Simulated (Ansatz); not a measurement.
O$_{4}$Os, charge -1, doublet, geometry from GFN2-xTB (such geometries of metal compounds can be far from the true shape) (the multiplicity is a formal guess) (core potentials on Os) (a gas-phase anion, which may not be bound at this level); HF/def2-SV(P) (Ansatz, an electronic-structure program).

Here is a job for Ansatz.
Ansatz 0.2 input:
```yaml
crystal:
  periodic: [false, false, false]
  atoms:
    - {symbol: Os, position_ang: [-0.00000000, -0.00000000, -0.00000000]}
    - {symbol: O, position_ang: [1.23593897, 0.79761312, -0.83467964]}
    - {symbol: O, position_ang: [0.86436642, -0.98148852, 1.07236789]}
    - {symbol: O, position_ang: [-1.08913292, -1.09361101, -0.69153912]}
    - {symbol: O, position_ang: [-1.01117247, 1.27748641, 0.45385087]}
basis:
  gaussian:
    orbitals: def2-SV_P_.json
hamiltonian:
  xc: hf
total_charge: -1
magnetization: {spin_polarized: true, initial_magnetization: 1}
```
The basis file holds def2-SV(P) in the JSON format of the Basis Set Exchange.

Q: Write the output that Ansatz gives for this input, abridged.

A: 
```
Functional definition: HF
842 factors; integrals over basis functions are off by at most 3.4e-4 eV
mean field evaluation 1: about -10565.2004 eV, gradient 6.5e1 eV
mean field evaluation 2: about -10565.2294 eV, gradient 6.5e1 eV
mean field evaluation 4: about -10581.2618 eV, gradient 3.4e0 eV
mean field evaluation 8: about -10581.4976 eV, gradient 2.1e-1 eV
mean field evaluation 16: about -10580.2517 eV, gradient 3.4e0 eV
mean field evaluation 32: about -10581.4920 eV, gradient 3.1e-1 eV
mean field evaluation 64: about -10581.3731 eV, gradient 7.3e-1 eV
mean field evaluation 96: about -10581.2360 eV, gradient 9.4e-1 eV
mean field evaluation 128: about -10581.4955 eV, gradient 2.4e-1 eV
mean field evaluation 160: about -10581.4141 eV, gradient 6.6e-1 eV
mean field evaluation 192: about -10578.5761 eV, gradient 2.6e0 eV
mean field evaluation 224: about -10577.9720 eV, gradient 2.6e0 eV
mean field evaluation 256: about -10577.9810 eV, gradient 2.3e0 eV
mean field evaluation 288: about -10577.3192 eV, gradient 3.0e0 eV
mean field evaluation 320: about -10570.8759 eV, gradient 1.1e1 eV
mean field -10581.50048990 eV, -388.8629706053 hartree, gradient 1.9e-5 eV, S^2 0.789626; 3 other end points of the search recorded, 0 dependent functions left out
reference -10581.50048990 eV, -388.8629706053 hartree; 25, 24 occupied and 56, 57 virtual orbitals, 842 factors
Total energy: -10581.50048990 eV, -388.8629706053 hartree
```
